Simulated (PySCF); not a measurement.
B3LYP has the VWN-RPA correlation part, as in Gaussian. 

```xyz
7

S     -0.4416     1.4683     0.0078
B      0.2714    -0.1929     0.0092
S      2.0739    -0.3691     0.0931
S     -0.6491    -1.7497    -0.0665
H     -1.7407     1.1349    -0.0615
H      2.3722     0.9404     0.1346
H     -1.8861    -1.2320    -0.1166
```

Charge 0, multiplicity 1.

Give the Mulliken and meta-Löwdin atomic charges from B3LYP-D3(BJ)/def2-TZVP run with PySCF 2.14.0.


| atom | Mulliken (e) | meta-Löwdin (e) |
|---|---|---|
| S1 | -0.19 | -0.04 |
| B2 | 0.17 | -0.17 |
| S3 | -0.19 | -0.04 |
| S4 | -0.18 | -0.04 |
| H5 | 0.12 | 0.09 |
| H6 | 0.14 | 0.10 |
| H7 | 0.12 | 0.09 |
